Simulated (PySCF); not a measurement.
# Excitation energy of Cu by level of theory

Cu [Ar] 3d10 4s1 (2S) → Cu [Ar] 3d9 4s1 5s1 (4D), as a difference of total energies. All numbers are calculated (PySCF 2.14, scalar relativity by spin-free X2C-1e, in x2c-TZVPPall with one added diffuse shell each of s, p, d, f type (7s6p5d3f1g, 80 functions)). Correlated levels: valence: [Ar] frozen. The calculations carry no spin-orbit coupling.

| method | excitation energy (eV) |
| --- | --- |
| UHF | 4.785 |
| MP2 (valence) | 8.465 |
| SCS-MP2 (valence) | 8.074 |
| CCSD (valence) | 7.343 |
| CCSD(T) (valence) | 7.641 |

Task: How much does correlation contribute at CCSD(T) (valence)?

Result: 7.641 − (4.785) = 2.856 eV, measured against UHF.

The promoted electron is Rydberg-like, and one or two diffuse shells describe it only roughly, which tends to raise the upper state.
